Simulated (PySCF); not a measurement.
C6H6N2O.
SMILES with atom numbers: `[CH3:1][C:2](=[O:3])[c:4]1[cH:5][cH:6][cH:7][n:8][n:9]1`

Structure used (GFN2-xTB), in Å, numbered top down from 1:
```
atom  x, y, z in Å
C1    -2.3676    1.0050   -0.1961
C2    -1.5414   -0.2037   -0.5080
O3    -1.9618   -1.1932   -1.0591
C4    -0.1077   -0.1154   -0.0820
C5     0.7652   -1.1853   -0.3175
C6     2.0708   -1.0341    0.1013
C7     2.3944    0.1732    0.7194
N8     1.5143    1.1404    0.9077
N9     0.2892    1.0003    0.5161
H10   -2.3455    1.1872    0.8758
H11   -1.9271    1.8744   -0.6782
H12   -3.3896    0.8604   -0.5350
H13    0.4002   -2.0754   -0.8073
H14    2.8104   -1.8077   -0.0385
H15    3.3917    0.3818    1.0793
```

Definitions: NICS(0) = −σiso at the ring centroid; NICS(1) = −σiso and NICS(1)zz = −σzz at ±1 Å along the ring normal z. Level: GIAO PBE0/pcSseg-1 (PySCF, non-relativistic, gas phase) on the GFN2-xTB geometry, one conformer.

Ring bond lengths (Å), with Mayer bond orders in brackets: C4–C5 1.401 (1.28), C5–C6 1.379 (1.47), C6–C7 1.394 (1.33), C7–N8 1.321 (1.49), N8–N9 1.294 (1.35), N9–C4 1.327 (1.47).

Q: What do the NICS probes read (ppm)?

A: 
```csv
ring,type,NICS(0),"NICS(1), two faces","NICS(1)zz, two faces",rms pucker (Å),"centre to ring atoms, mean (Å)"
C4–C5–C6–C7–N8–N9,6-membered ring with 2 N; formal bonds all aromatic,-5.6,-11.6 / -11.6,-28.0 / -28.0,0.00,1.35
```

Q: What do they say, and how far can they be read as aromaticity?

A: 
- C4–C5–C6–C7–N8–N9: mean NICS(1)zz -28.0 ppm, shielded. The ring is flat and has no four-coordinate atom; by the NICS criterion it is aromatic. NICS(0) lies 6 ppm above the mean NICS(1).

Q: How equal are the bonds by HOMA? HOMA = 1 − mean of α(R − Ropt)² over the ring bonds, with Krygowski's 1993 parameters (CC: Ropt 1.388 Å, α 257.7 Å⁻²; CN: Ropt 1.334 Å, α 93.52 Å⁻²; NN: Ropt 1.309 Å, α 130.33 Å⁻²).

A: 
- C4–C5–C6–C7–N8–N9: HOMA 0.98; the largest term is that of C4–C5, α(R − Ropt)² = 0.04. The geometric and the magnetic index point the same way.

Q: At the second NICS(1) probe listed for ring C4–C5–C6–C7–N8–N9, 1 Å off the ring, how large is the induced field along the normal in 11.7 T applied along it?

A: NICSzz × B0 = -28.0 ppm × 11.7 T = -328 μT, against the applied field.

Q: How shielded are the nuclei of the rings and their hydrogens (means over atoms taken as equivalent)?

A: 
```csv
atoms,environment,σ isotropic (ppm)
C4,substituted aromatic carbon,27.7
C5,aromatic CH carbon,57.0
C6,aromatic CH carbon,56.3
C7,aromatic CH next to a ring nitrogen,29.9
N8,pyridine-type nitrogen,-197.7
N9,pyridine-type nitrogen,-201.8
H13,aromatic hydrogen,23.31
H14,aromatic hydrogen,24.06
H15,aromatic hydrogen,22.05
```
